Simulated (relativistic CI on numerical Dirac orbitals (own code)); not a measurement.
W⁴⁺: N6,7 absorption edge

Computed with this model: Dirac-Coulomb-Breit CI, separate exchange-only KLI orbitals for each configuration, QED by a radiative potential, valence Slater integrals scaled by 0.8, multiplet model of core-to-valence dipole absorption; configurations [Xe] 4f14 5d2 → [Xe] 4f13 5d3; 300 K; Lorentzian 0.3 eV and Gaussian 0.3 eV FWHM. Energies are those of the free ion, without screening or charge transfer. The branching ratio is the share of the lower-energy edge in the whole absorption, uncertain by about 0.02 where the edges overlap. S is read from ⟨S²⟩ = S(S + 1).

Field parameters in Wybourne normalisation: D3d B²₀ = −7Dσ, B⁴₀ = −14Dq − 21Dτ, B⁴₃ = −14√(10/7) Dq; D4h B²₀ = −7Ds, B⁴₀ = 21(Dq − Dt), B⁴₄ = 21√(5/14) Dq. The field is a parameter set, without covalency.

free ion: ground-state S = 0.95, centroid 35.98 eV. Peaks (eV, height): 33.4 (8), 34.1 (16), 34.8 (30), 35.9 (100), 36.5 (64), 37.2 (48).

D4h, 10Dq = 16650, Ds = -980, Dt = 920 cm⁻¹: ground-state S = 0.99, centroid 36.21 eV. Peaks (eV, height): 34.0 (20), 35.5 (69), 36.6 (100).

D3d, 10Dq = 17700, Dσ = 1070, Dτ = 350 cm⁻¹: ground-state S = 0.98, centroid 36.34 eV. Peaks (eV, height): 33.1 (14), 33.7 (17), 36.1 (68), 37.1 (100).

Strongest unbroadened transitions for D4h, 10Dq = 16650, Ds = -980, Dt = 920 cm⁻¹:

```tsv
Energy (eV)	Relative strength
35.27	39.2
35.41	75.5
35.48	51.8
35.51	39.1
35.54	44.3
36.01	46.6
36.04	100.0
36.09	82.3
36.19	55.1
36.40	40.8
36.53	84.6
36.60	73.6
36.63	43.3
36.65	59.7
36.82	40.3
36.93	96.1
37.62	40.4
37.70	37.3
```
